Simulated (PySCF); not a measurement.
Input of a run (PBE0-D3(BJ)/def2-SVP geometry optimisation, gas phase (PySCF 2.14.0)), started from GFN2-xTB:
```
{"job": {"xc": "PBE0", "basis": "def2-SVP", "d3": "d3bj", "grid": 1, "maxiter": 30, "shake": 0.01, "kind": "geom"}, "charge": 0, "multiplicity": 1}
C      1.613040     0.764950    -0.203610
Se    -0.065250     0.180350    -1.044050
C      0.043540    -1.701080    -0.572780
B     -1.664090     0.948490     0.665580
Br    -1.586570     2.857160     0.426860
Br    -3.306360     0.073520     0.039970
Br    -0.918910     0.239850     2.295900
H      2.446490     0.345870    -0.738540
H      1.598430     0.505290     0.861710
H      1.631240     1.871440    -0.291740
H      0.182590    -1.796740     0.522630
H      0.917190    -2.132070    -1.081580
H     -0.885530    -2.173920    -0.890680
```

Output (energies in Eh, forces in Eh/bohr):
```
step   0  E = -10226.21559194  max force = 0.020874
step   1  E = -10226.22438302  max force = 0.007106
step   2  E = -10226.21994851  max force = 0.017809
step   3  E = -10226.22354320  max force = 0.010250
step   4  E = -10226.22475109  max force = 0.005547
step   5  E = -10226.22496564  max force = 0.004131
step   6  E = -10226.22510198  max force = 0.000436
step   7  E = -10226.22510674  max force = 0.000584
step   8  E = -10226.22512613  max force = 0.000155
step   9  E = -10226.22514174  max force = 0.000333
step  10  E = -10226.22516048  max force = 0.000593
step  11  E = -10226.22515949  max force = 0.000711
step  12  E = -10226.22516880  max force = 0.000118
optimisation converged
```

**Question.** Summarise the run.

**Answer.** The energy falls by 25.1 kJ/mol over 13 energy and gradient evaluations, the largest force component goes from 0.0209 to 1.2e-04 Eh/bohr, and the atoms move by 0.120 Å rms after alignment. The bond that changes most is Se2–B4 (ends: selenium bonded to B and 2 C; four-coordinate boron), which shortens by 0.342 Å. Bonds longer at the end by more than 0.005 Å: 5 of 12; shorter: 5. Among the angles that change most is Se2–B4–Br7, from 102.8° to 109.1°. The energy rose by more than 1e-6 Eh at step 2. The first step brought 92 % of the lowering.

**Question.** What are the final bond lengths?

**Answer.** C1–Se2 1.932 Å, Se2–C3 1.932 Å, Se2–B4 2.121 Å, B4–Br5 1.989 Å, B4–Br6 1.989 Å, B4–Br7 1.988 Å, C1–H8 1.097 Å, C1–H9 1.098 Å, C1–H10 1.097 Å, C3–H11 1.098 Å, C3–H12 1.097 Å, C3–H13 1.098 Å. Numbering counts from 1 in the input's order; the species is `C[Se+](C)[B-](Br)(Br)Br`.

The run used 200 basis functions and 84 SCF cycles in all. On one thread of an Arm Neoverse V1, shared host, this took 8.0 min and 1.4 GiB of memory at its peak.

No PBE0-D3(BJ)/def2-SVP frequencies stand behind this structure, so it isn't proved a minimum.

Shape of the structure used: `[CH3:1][Se+:2]([CH3:3])[B-:4]([Br:5])([Br:6])[Br:7]`: C1–Se2–B4–Br5 69°.
